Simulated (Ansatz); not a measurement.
Species: C5H9, charge 0, multiplicity 2. It need not be the lowest isomer of its formula. 
Geometry from a B3LYP-D3(BJ)/def2-TZVP (Ansatz, a program for electronic structure) optimisation:
```
C
C 1 1.3783
H 2 1.0850 1 119.01
C 1 1.3866 2 126.16 3 0.02
H 4 1.0827 1 117.96 2 -179.84
H 1 1.0873 2 117.01 3 -179.97
C 2 1.4900 3 116.86 1 180.00
H 7 1.0912 2 111.53 3 -180.00
H 7 1.0957 8 107.96 2 122.81
H 7 1.0957 8 107.96 9 114.38
C 4 1.4941 5 117.83 1 -179.85
H 11 1.0894 4 111.42 5 -1.60
H 11 1.0954 12 107.72 4 122.82
H 11 1.0958 12 107.66 13 114.43
```
Charge 0, spin multiplicity 2.

Basis-set convergence of Hartree-Fock and CCSD(T) correlation energies (hartree) with Ansatz. Cores are frozen in the correlated levels unless marked. Open shells are spin-unrestricted. No spin-orbit coupling. No relativistic terms.

The UHF reference is spin-contaminated (<S^2> 0.20 over the pure value in the largest basis). 

```csv
basis,functions,E(HF),"E(corr, CCSD(T))"
cc-pVDZ,115,-194.55872,-0.75561
cc-pVTZ,276,-194.61175,-0.90654
cc-pVQZ,545,-194.62408,-0.95130
```

Extrapolating the two largest sets (X = 3 and 4) as X^-3: E(corr) = (64·(-0.95130) - 27·(-0.90654))/37 = -0.9840 Eh, an estimate of the basis-set limit. The largest set recovers 96.7 % of it, the smallest 76.8 %.
